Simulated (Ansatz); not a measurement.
`C[O][Mo](=[O])(=[O])[OH]` + HCl → `[O]=[Mo](=[O])([OH])[Cl]` + CH₃OH  (ligand exchange at a Mo–O bond)

Program: Ansatz. Geometries: PBE0-D4/def2-TZVP. ΔE: electronic, gas phase. CBS: MP2 limit from def2 TZ/QZ plus the TZ coupled-cluster correction, frozen cores. This one scheme is used for every species. def2 core potentials past Kr. For Mo outer-core shells are correlated without core-valence functions, which leaves a few kJ/mol of doubt a bond. One conformer a species, not always the lowest.

```
                   species  CCSD(T)/CBS(def2) energy (Eh)
`C[O][Mo](=[O])(=[O])[OH]`                     -409.42972
                       HCl                     -460.38127
`[O]=[Mo](=[O])([OH])[Cl]`                     -754.20258
                     CH₃OH                     -115.61712
```

(1) Work out ΔE.

(2) What do rigid-rotor, harmonic-oscillator terms from PBE0-D4/def2-TZVP frequencies (298.15 K, 1 bar) make of the CCSD(T)/CBS value? (Best estimate.)

Largest T1 diagnostic among the species: 0.024, so the coupled-cluster value is less sure than usual.

Results:

(1) ΔE = (-754.20258) + (-115.61712) − (-409.42972) − (-460.38127) = -0.00871 Eh = -22.9 kJ/mol.

(2) The calculation gave: ΔZPE = +11.0 kJ/mol, ΔH = -14.8 kJ/mol, ΔS = 6 J/(mol·K), ΔG = -16.6 kJ/mol. Modes under 50 cm⁻¹ make the entropy rough.

From BLYP to BHLYP (50 % exact exchange), in def2-TZVPP and without D4, ΔE moves by −3.5 kJ/mol. At CCSD(T), def2-SVP lies +13.9 kJ/mol from the extrapolated value and def2-TZVPP +4.4 kJ/mol. Leaving LDA and LC-ωPBE aside and taking each functional with its dispersion term where it has one, the values, not all of them listed here, spread over 15.6 kJ/mol, from PBE-QIDH to CAM-B3LYP-D4. LDA lies +7.4 kJ/mol from PBE without D4.
